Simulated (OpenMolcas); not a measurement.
An OpenMolcas run meant for Os⁵⁺ (ANO-R1, X2C; inactive shells 1s 2s 2p 3s 3p 3d 4s 4p 4d 4f 5s 5p; intended active space 3 electrons in 10 orbitals (5d 6d)). One step of its input:

```
&CASPT2
Multistate=10 1 2 3 4 5 6 7 8 9 10
Frozen=14 16
IPEA=0.25
Imaginary=5.0
MaxIter=60
WThr=0.0 0.3 0.05
PrWF=0.5
NoMix
```

The run finished. Its levels beside those of a sound run (MS-CASPT2, IPEA 0.25 Eh, imaginary shift 0.1 Eh (closed shells correlated: 5s 5p)), in cm-1 above each run's lowest level:

```
            Level  This run  Usual run
       5d3 4F 3/2       0.0        0.0
       5d3 4F 5/2      6738       6942
       5d3 4F 7/2     12275      12429
5d3 4F 9/2 [58 %]     16059      16055
5d3 4P 1/2 [69 %]     18958      18133
       5d3 2G 7/2     25347      24928
5d3 2H 9/2 [56 %]     26442      26411
       5d3 4P 5/2     27223      26789
5d3 2P 1/2 [69 %]     32829      31241
      5d3 2H 11/2     35670      35567
    5d3 2D 5/2(1)     38127      37200
5d3 2G 9/2 [56 %]     40585      40290
5d3 2P 3/2 [57 %]     44811      43173
       5d3 2F 5/2     44674      43482
```

Which setting is unsound, and how much does it matter here?

The level shift is far above the usual 0.1 to 0.3 hartree and damps the second-order energy. Against the sound run the excited levels shown move by 600 cm-1 on average and by 1600 cm-1 at most.

Term energies are means over components that CASPT2 splits; among the terms shown or strongly mixed into the levels shown the widest spread is 520 cm-1 (5d3 4F, the sound run). Active for correlation alone: 6d; no level in the range computed is led by a configuration that fills it, so any true level of that kind is missing. The basis is small and was not contracted for so high a charge. The CASPT2 spread within a term exceeds the gap to the next term for 5d3 2D(1) and 5d3 2H, so the order of their levels is uncertain (holds for the sound run). Levels of configurations outside the active space are missing.

A share in square brackets marks a mixed level and gives the weight of the term that names it, the lowest over the columns. A number in round brackets counts repeated terms of one configuration in the order of the reference energies.
